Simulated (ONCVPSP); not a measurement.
# What one change does to a pseudopotential (O (Z = 8), ONCV)

```json
{"Element": "oxygen (O)", "Generator": "ONCVPSP 4.0.1", "Type": "optimised norm-conserving Vanderbilt (ONCV)", "Functional": "revPBE", "Relativity": "scalar-relativistic", "Frozen core": "[He]", "Valence charge": "6", "Reference configuration": "2s2 2p3 (charge +1)", "Partial waves": "2s: rc 0.70 bohr, ncon 3, nbas 7, qcut 10.1 1/bohr, 1 projector; 2p: rc 1.65 bohr, ncon 3, nbas 6, qcut 8.4 1/bohr, 3 projectors, debl 3.3 Ha; d scattering state at 0.45 Ha: rc 1.75 bohr, ncon 4, nbas 6, qcut 5 1/bohr, 1 projector", "Local potential": "polynomial inside 0.55 bohr (lpopt 5, dvloc0 0 Ha)", "Core correction": "Teter function, fcfact 2.25, rcfact 1.25"}
```

Change: p: rc 2.4.

Cutoffs: the cutoffs (Ha) at which the residual kinetic energy of the hardest occupied pseudo-wave falls to 1 and 0.1 mHa per electron; they do not see the model core or the augmentation charge, which bear on the density cutoff. Errors are all-electron minus pseudo energies relative to the spin-unpolarised reference configuration.

Q: How do hardness, ghosts and transferability respond?

A: The potential gets neither clearly harder nor softer (43 Ha and 55 Ha → 43 Ha and 55 Ha); the s channel sets the loose cutoff, while the largest relative change is in p, which becomes softer; of the 4 tests that both files solve, the error grows in 4 and shrinks in 0 by more than 15 % and 0.3 meV (median size 511.4 → 1642.2 meV); neither file shows a bound ghost. More of the atom is replaced by a form fitted at one configuration, so other configurations suffer.

```tsv
quantity	base	changed
cutoff, loose	43 Ha	43 Ha
cutoff, tight	55 Ha	55 Ha
loose cutoff by channel	s 43 Ha, p 25 Ha	s 43 Ha, p 15 Ha
bound ghosts	none	none
GHOST(+) flags under 300 eV	d at 74.1 eV	d at 74.1 eV
error for 2s2 2p4, meV [ΔE -16.37 eV]	+47	+206
error for 2s2 2p2, meV [ΔE 33.52 eV]	+144	+509
error for 2s2 2p1, meV [ΔE 87.31 eV]	+879	+2776
error for 2s2 2p0, meV [ΔE 164.08 eV]	+2830	+8027
s: phases at 0.71 bohr within 0.05 rad from the reference energy up to (Ha; the scan ends near 5)	to the end of the scan	to the end of the scan
d: phases at 1.78 bohr within 0.05 rad from the reference energy up to (Ha; the scan ends near 5)	2.6	2.6
rms error of d²Exc/dni dnj with the model core, mHa	2.02	1.63
```
